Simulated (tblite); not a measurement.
F₃Si, doublet, geometry from GFN2-xTB; GFN1-xTB in tblite.

Here is a job for tblite.
```
$ tblite run mol.xyz --method gfn1 --charge 0 --spin 1 --grad --json tblite.json --no-restart

# file mol.xyz
4

Si     0.25525364     0.24331611     0.24315598
F     -0.69074141    -0.73372896     1.06805322
F     -0.73927609     1.06837931    -0.68429241
F      1.03295628    -0.71314208    -0.76200346
```

### Question
Predict the main parts of the log of this tblite run.

### Answer

```
xTB calculator
 | screened Coulomb repulsion
 | Coulomb electrostatics
 |  * isotropic Klopman-Ohno-Mataga-Nishimoto electrostatics
 |  * onsite third-order electrostatics
 | DFT-D3(BJ) dispersion correction

halogen bonding energy    0.0000000000000E+00 Eh
repulsion energy          3.7886750358967E-02 Eh
dispersion energy        -6.4039209014559E-04 Eh
number of electrons       2.5000000000000E+01 e
integral cutoff           2.8146159136829E+01 bohr

------------------------------------------------------------
  cycle        total energy    energy error   density error
------------------------------------------------------------
      1     -17.22108584937  -1.7258332E+01   6.9019619E-01
      2     -17.41325250026  -1.9216665E-01   3.5791107E-01
      3     -17.41219872199   1.0537783E-03   1.8214211E-01
      4     -17.41905208169  -6.8533597E-03   5.7300621E-02
      5     -17.38348911365   3.5562968E-02   1.4309169E-01
      6     -17.42423615571  -4.0747042E-02   3.8795420E-03
      7     -17.42422657884   9.5768619E-06   4.4719760E-03
      8     -17.42426079695  -3.4218101E-05   1.3183168E-03
      9     -17.42426399360  -3.1966522E-06   2.5647911E-05
     10     -17.42426399481  -1.2107932E-09   2.4611997E-06
------------------------------------------------------------

electronic energy        -1.7461510353077E+01 Eh
total energy             -1.7424263994808E+01 Eh

Post processing:
 | Mayer-Wiberg bond orders

[Info] Tight-binding results written to 'tblite.txt'
[Info] JSON dump of results written to 'tblite.json'
```
